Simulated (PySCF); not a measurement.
Atom-mapped SMILES (the numbers label the heavy atoms): `[CH2:1]=[CH:2][CH:3]1[CH2:4][CH2:5][CH2:6][CH2:7][CH2:8]1` (H(Xn): hydrogen on atom n). Ha(C4), Ha(C5), Ha(C6), Ha(C7), Ha(C8) are cis to C2 on the ring; Ha(C1) is cis to C3; Hb(C4), Hb(C5), Hb(C6), Hb(C7), Hb(C8) are trans to C2 on the ring; Hb(C1) is trans to C3.

GIAO shifts from PySCF on PBE0-D3(BJ)/def2-SVP geometries (one conformer, non-relativistic, equivalent nuclei averaged), against TMS at the same level and in the same medium; PCM means IEF-PCM chloroform.

Measured (solution, not stated per compound (mostly CDCl3 or CCl4); Pretsch, Buehlmann, Badertscher, Structure Determination of Organic Compounds, 4th ed. (2009)): H(C2) 5.79, Hb(C1) 4.88, Ha(C1) 4.95 ppm.

Which unscaled values do PBE0/pcSseg-1, gas; PBE0/pcSseg-1, PCM; WP04/pcSseg-1, PCM; wB97X-D/pcSseg-1, PCM give, and how close are they?

Answers


| atoms | measured | PBE0/pcSseg-1, gas | PBE0/pcSseg-1, PCM | WP04/pcSseg-1, PCM | wB97X-D/pcSseg-1, PCM |
| --- | --- | --- | --- | --- | --- |
| H(C2) | 5.79 | 5.80 | 5.93 | 5.57 | 5.92 |
| Hb(C1) | 4.88 | 5.13 | 5.18 | 4.88 | 5.18 |
| Ha(C1) | 4.95 | 5.31 | 5.36 | 5.01 | 5.38 |

Mean absolute error for ¹H: PBE0/pcSseg-1, gas 0.21, PBE0/pcSseg-1, PCM 0.28, WP04/pcSseg-1, PCM 0.09, wB97X-D/pcSseg-1, PCM 0.29 ppm.
